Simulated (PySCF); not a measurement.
SeFBr, SMILES F[Se]Br.

Geometry optimised at ωB97X-D3(BJ)/def2-TZVP.

Calculation: M06-2X/def2-TZVPD in PySCF.

Symmetry labels are those of the subgroup Cs that the program uses (full group Cs).

Computed valence orbital energies around the gap with their symmetry:
```tsv
orbital	symmetry	energy (eV)
HOMO−7	A'	-20.93
HOMO−6	A'	-15.43
HOMO−5	A'	-15.19
HOMO−4	A"	-15.18
HOMO−3	A'	-11.84
HOMO−2	A"	-11.18
HOMO−1	A'	-10.61
HOMO	A"	-8.23
LUMO	A'	-1.70
LUMO+1	A'	-1.23
LUMO+2	A'	0.50
LUMO+3	A'	0.68
```
